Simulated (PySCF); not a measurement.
Structure problem from calculated spectra and properties.

Formula: C7H9NOSi.

* Triplet: lowest triplet excitation (Tamm–Dancoff): 3.24 eV [TDA CAM-B3LYP/def2-SVPD]
* Polarisability: 120.2 au [CAM-B3LYP/def2-SVPD]
* Valence photoelectron: vertical ionisation energy: 8.39 eV [ΔSCF CAM-B3LYP/def2-SVPD]
* UV, first state: lowest singlet excitation: 4.79 eV (259 nm, f = 0.002) [TDDFT CAM-B3LYP/def2-SVPD]
* 13C NMR: chemical shifts (computed TMS as zero) by class: 165.3 (1 C), 158.9 (1 C), 154.7 (1 C), 142.1 (1 C), 128.1 (1 C), 123.5 (1 C), 94.3 (1 C) ppm [GIAO B3LYP/pcSseg-1]
* Rotational structure: rotational constants A, B, C: 3.151, 0.626, 0.526 GHz [PBE0-D3(BJ)/def2-SVP]
* 1H NMR: chemical shifts (computed TMS as zero) by class: 8.56 (1 H), 7.71 (1 H), 7.60 (1 H), 6.97 (1 H), 6.41 (1 H), 4.95 (3 H), 4.53 (1 H) ppm [GIAO B3LYP/pcSseg-1]

Electronic properties: PySCF, gas phase, density fitting. Levels stand in brackets. Isolated species at its PBE0-D3(BJ)/def2-SVP geometry (one conformer only). NMR classes are plain means over equivalent atoms (diastereotopic ones count apart unless rotation or inversion swaps them), as if these changed places fast.

Question: Propose a structure and show how it fits.

Answer: Numbering: `[CH2:1]=[C:2]([O:3][SiH3:4])[c:5]1[cH:6][cH:7][cH:8][cH:9][n:10]1`. Its formula, C7H9NOSi, gives 5 degrees of unsaturation: 1 ring and 4 π bonds in the structure found (Kekulé form). 7 carbons fall into 7 classes; from least to most shielded: vinylic carbon bearing oxygen [C2] (165.3 ppm), substituted aromatic carbon [C5] (158.9 ppm), aromatic CH next to a ring nitrogen [C9] (154.7 ppm), aromatic CH carbon [C7] (142.1 ppm), aromatic CH carbon [C8] (128.1 ppm), aromatic CH carbon [C6] (123.5 ppm), terminal =CH2 carbon [C1] (94.3 ppm). Hydrogen classes from least to most shielded: 1 H on an aromatic CH next to a ring nitrogen, C9 (8.56 ppm), 1 H on an aromatic CH carbon, C6 (7.71 ppm), 1 H on an aromatic CH carbon, C7 (7.60 ppm), 1 H on an aromatic CH carbon, C8 (6.97 ppm), 1 H on a terminal =CH2 carbon, C1 (6.41 ppm), 3 H on an oxygen-bound silicon, Si4 (4.95 ppm), 1 H on a terminal =CH2 carbon, C1 (4.53 ppm). The first electron is taken from the HOMO, whose largest Löwdin shares are 0.30 on the terminal =CH2 carbon, 0.19 on the vinylic carbon bearing oxygen, 0.09 on the silyl ether oxygen and 0.09 on an aromatic CH carbon. The optimised geometry has point group Cs and is an asymmetric top. Structure: `C=C(O[SiH3])c1ccccn1`. Computed isomers that give other values at the same levels: `C=Nc1ccc(O[SiH3])cc1` (rotational constant A: 4.382 GHz; this holds for the one conformer computed). The assignments are read from this structure; whether some other isomer fits the data as well wasn't checked.

Shape of the structure used: `[CH2:1]=[C:2]([O:3][SiH3:4])[c:5]1[cH:6][cH:7][cH:8][cH:9][n:10]1`: C1–C2–O3–Si4 1°, C1–C2–C5–C6 -179°.
